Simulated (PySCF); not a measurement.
A calculated (BHandHLYP, PySCF 2.14, aug-cc-pVDZ-DK, the spin-free X2C one-electron Hamiltonian (Gaussian nucleus)) atom or ion has these occupied shells.

| shell | electrons | orbital energy (eV) | rms radius, mean of both spins (bohr) |
| --- | --- | --- | --- |
| 1s α | 1 | -7123.6 | 0.0675 |
| 1s β | 1 | -7123.6 | 0.0675 |
| 2s α | 1 | -891.10 | 0.289 |
| 2s β | 1 | -887.58 | 0.289 |
| 2p α | 3 | -763.45 | 0.260 |
| 2p β | 3 | -760.19 | 0.260 |
| 3s α | 1 | -146.38 | 0.865 |
| 3s β | 1 | -137.50 | 0.865 |
| 3p α | 3 | -109.49 | 0.921 |
| 3p β | 3 | -99.423 | 0.921 |
| 3d α | 5 | -51.044 | 1.09 |

Name the element and its charge.

Fe³⁺ (iron, charge +3), in [Ar] 3d5, high-spin 6S determinant.
